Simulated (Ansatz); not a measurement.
`[Cl][Ge]([Cl])([Cl])[SeH]`, 6 atoms. Total charge 0; spin multiplicity 1. Correlated methods include outer-core shells of Ge, Se, which these sets cover unevenly. Scalar relativity is left out up to krypton. All runs use 4 threads of an Arm Neoverse V2 on a shared host. Correlated methods freeze the cores.

Task: How many basis functions does each run have, and how long does it take in Ansatz? RKS PBE0-D4/def2-SVP energy; RKS PBE0-D4/def2-TZVP frequencies; RKS PBE-D4/def2-TZVPP energy and forces; RKS CAM-B3LYP-D4/def2-TZVPP energy; RHF-MP2/def2-QZVPP energy; RKS ωB97M-V/def2-SVP energy; RKS ωB97M-V/def2-QZVPP energy; RKS PBE0-D4/def2-QZVPP energy; RHF-CCSD(T)/def2-SVP energy; RKS r2SCAN0-D4/def2-TZVPP energy; direct RPA on PBE orbitals/def2-TZVPP energy; RHF-CCSD(T)/def2-TZVPP energy. (Best estimate.)

Result: Ansatz gave: Other jobs shared the machine, so times are rough.

| level | job | functions | wall time | peak host memory (GiB) |
| --- | --- | --- | --- | --- |
| RKS PBE0-D4/def2-SVP | energy | 123 | 1.5 s | 0.35 |
| RKS PBE-D4/def2-TZVPP | energy and forces | 236 | 2.4 s | 0.42 |
| direct RPA on PBE orbitals/def2-TZVPP | energy | 236 | 4.4 s | 0.56 |
| RKS CAM-B3LYP-D4/def2-TZVPP | energy | 236 | 4.7 s | 1.3 |
| RKS ωB97M-V/def2-SVP | energy | 123 | 6 s | 0.5 |
| RKS r2SCAN0-D4/def2-TZVPP | energy | 236 | 7 s | 1.2 |
| RHF-CCSD(T)/def2-SVP | energy | 123 | 7.5 s | 0.59 |
| RKS PBE0-D4/def2-QZVPP | energy | 418 | 12 s | 2.6 |
| RHF-MP2/def2-QZVPP | energy | 418 | 20 s | 2.3 |
| RKS ωB97M-V/def2-QZVPP | energy | 418 | 24 s | 2.8 |
| RKS PBE0-D4/def2-TZVP | frequencies | 213 | 2.4 min | 0.91 |
| RHF-CCSD(T)/def2-TZVPP | energy | 236 | 3.3 min | 4.2 |
